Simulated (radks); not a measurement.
Effect of the nuclear size on neutral zinc, [Ar] 3d10 4s2. Method: Dirac Kohn-Sham, relativistic LDA (MacDonald-Vosko exchange, VWN5 correlation), spin-unpolarised, spherical densities, finite nucleus; Fermi nuclear charge, rms radius 3.9283 fm; computed with a radial shooting solver on a logarithmic mesh with Libxc functionals. The rms radius is varied about that value; shifts are against it.

| rms radius (fm) | total energy shift (eV) | density at nucleus (e/bohr^3) | 1s1/2 shift (meV) | 2s1/2 shift (meV) | 2p1/2 shift (meV) | 3s1/2 shift (meV) | 3p1/2 shift (meV) |
|---|---|---|---|---|---|---|---|
| 3.3273 | -0.0657 | 2.507e+04 | -27.8 | -2.65 | 0.230 | -0.386 | 0.040 |
| 3.8026 | -0.0146 | 2.488e+04 | -6.17 | -0.589 | 0.051 | -0.086 | 0.009 |
| 3.9283 | 0 | 2.484e+04 | 0.000 | 0.000 | 0.000 | 0.000 | 0.000 |
| 4.2818 | 0.0434 | 2.472e+04 | 18.4 | 1.75 | -0.152 | 0.255 | -0.026 |
| 4.8279 | 0.117 | 2.455e+04 | 49.7 | 4.74 | -0.411 | 0.690 | -0.071 |

Slopes of the eigenvalues against <r^2> in GHz/fm^2, as finite differences over the two radii next to the reference (eigenvalue slopes, not the field-shift constants of lines): 1s1/2 1530, 2s1/2 146, 2p1/2 -12.7, 3s1/2 21.3, 3p1/2 -2.19.
